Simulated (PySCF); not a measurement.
**Property card for `Cc1ccn([SiH3])n1`**

Species: C4H8N2Si.
SMILES with atom numbers: `[CH3:1][c:2]1[cH:3][cH:4][n:5]([SiH3:6])[n:7]1` (hydrogens: H8, H9, H10 on C1; H11 on C3; H12 on C4; H13, H14, H15 on Si6)

Structural features include: pyridine-type ring nitrogen, pyrrole-type ring nitrogen and Si–H bond.

From GFN2-xTB geometry:

* Rotational constants A, B, C of the GFN2-xTB geometry: 5.821, 1.425, 1.169 GHz

From wB97X-D/def2-SVPD ground state and vertical TDDFT (core frozen in the response) (PySCF):

- Dipole moment: 1.58 D
- HOMO energy: -8.97 eV
- LUMO energy: 1.94 eV
- HOMO–LUMO gap: 10.91 eV
- Lowest singlet excitation: 6.48 eV (191 nm, f = 0.177)
- Lowest triplet excitation (Tamm–Dancoff): 4.64 eV
- Static isotropic polarisability: 84.8 au
- Electronic spatial extent ⟨r²⟩ about the centre of nuclear charge: 1025 bohr²

From PBE0/pcSseg-1 ground state and GIAO shieldings, non-relativistic (PySCF):

- Lowest Hirshfeld atomic charge: -0.15 e on N7
- Highest Hirshfeld atomic charge: +0.38 e on Si6
- 13C chemical shifts (computed TMS as zero) by class: 158.6 (C2), 140.5 (C4), 113.0 (C3), 15.9 (C1) ppm
- 1H chemical shifts (computed TMS as zero) by class: 7.44 (H12), 6.25 (H11), 5.09 (H13/H14/H15), 2.53 (H8/H9/H10) ppm
- Isotropic shieldings of nuclei other than C and H, by class: -83 (N7), 49 (N5), 401 (Si6) ppm
- Mayer bond orders between heavy atoms: C1–C2 1.07, C2–C3 1.25, C3–C4 1.51, C4–N5 1.13, N5–Si6 0.81, N5–N7 1.16, N7–C2 1.51

Monoisotopic mass from the formula: 112.0457 u.

With B = h/(8π²I), that is 505.379 GHz u Å² over I, the principal moments of inertia are 86.8, 354.6 and 432.3 u Å² (most abundant isotopes); the inertial defect Ic − Ia − Ib is -9.1 u Å² (zero for a rigid planar frame, negative otherwise). The principal polarisabilities are 62.3, 84.3 and 107.9 au; their mean is the isotropic value. In wavenumbers S1 is 52300 cm⁻¹ (1 eV = 8065.54 cm⁻¹). S1 lies 4.43 eV below the HOMO–LUMO gap. No computed singlet falls in the visible range (750 to 380 nm, 1.65 to 3.26 eV); S1 lies 3.22 eV above its blue end. The polarisability is 12.57 Å³ as a volume (1 au = 0.148185 Å³), or 1.41 au for each of the 60 electrons.

Geometry: GFN2-xTB; no solvent or vibrations. GFN2-xTB frequencies show an imaginary mode (74i cm⁻¹), so this geometry is no minimum at that level. NMR classes are plain means over equivalent atoms (diastereotopic ones count apart unless rotation or inversion swaps them), as if these changed places fast; in this geometry the members of some classes differ.
